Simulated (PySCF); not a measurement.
Here is a computed PBE0-D3(BJ)/def2-SVP geometry (Å):
```
atom  x, y, z in Å
C1    -3.253   -0.731   -1.158
C2    -2.923   -0.382    0.094
C3    -3.271    0.959    0.673
Si4   -1.924   -1.569    1.163
Si5    0.138   -0.532    1.605
Si6    0.869    0.400   -0.423
Si7    0.971   -1.363   -1.972
C8     2.559    1.217   -0.250
C9     2.693    2.527   -0.504
C10    3.715    0.359    0.179
H11   -3.799   -0.044   -1.817
H12   -2.993   -1.708   -1.578
H13   -2.364    1.512    0.972
H14   -3.826    1.582   -0.045
H15   -3.885    0.854    1.583
H16   -1.688   -2.842    0.414
H17   -2.645   -1.881    2.439
H18    1.143   -1.528    2.098
H19   -0.012    0.530    2.653
H20   -0.135    1.412   -0.884
H21    1.835   -2.459   -1.427
H22   -0.390   -1.927   -2.226
H23    1.556   -0.908   -3.272
H24    1.848    3.149   -0.815
H25    3.663    3.030   -0.408
H26    4.648    0.938    0.252
H27    3.883   -0.470   -0.529
H28    3.523   -0.108    1.160
```

Neutral, closed shell.

Problem. Which heavy atoms are bonded, and with what formal order?

Solution. C1–C2 1.34 Å (double); C2–C3 1.50 Å (single); C2–Si4 1.88 Å (single); Si4–Si5 2.35 Å (single); Si5–Si6 2.35 Å (single); Si6–Si7 2.35 Å (single); Si6–C8 1.89 Å (single); C8–C9 1.34 Å (double); C8–C10 1.50 Å (single). Bonds to hydrogen (Å): C1–H11 1.10; C1–H12 1.09; C3–H13 1.10; C3–H14 1.10; C3–H15 1.10; Si4–H16 1.50; Si4–H17 1.50; Si5–H18 1.50; Si5–H19 1.50; Si6–H20 1.50; Si7–H21 1.50; Si7–H22 1.50; Si7–H23 1.50; C9–H24 1.09; C9–H25 1.10; C10–H26 1.10; C10–H27 1.10; C10–H28 1.10.

Problem. Which species is it?

Solution. `C=C(C)[SiH2][SiH2][Si@H]([SiH3])C(=C)C`, C6H18Si4. Among its features: C=C double bond, Si–H bond and C–Si bond.

Problem. Name the point group.

Solution. C1 (no symmetry element, even within 0.4 Å).

Problem. Classify the heavy atoms.

Solution. C1: terminal =CH2 carbon; C2: fully substituted alkene carbon; C3: allylic carbon; Si4: SiH2 silicon; Si5: SiH2 silicon; Si6: SiH silicon; Si7: SiH3 silicon; C8: fully substituted alkene carbon; C9: terminal =CH2 carbon; C10: allylic carbon.

Problem. What is the arrangement about Si4?

Solution. It has 4 neighbours (C2, Si5, H16, H17) and is tetrahedral (angles from 107.1° to 111.1°).

Problem. What is the arrangement about C8?

Solution. It has 3 neighbours (Si6, C9, C10) and is planar (angles 122.4°, 119.7° and 117.9°, sum 360.0°, 0.00 Å off the plane of its three neighbours).
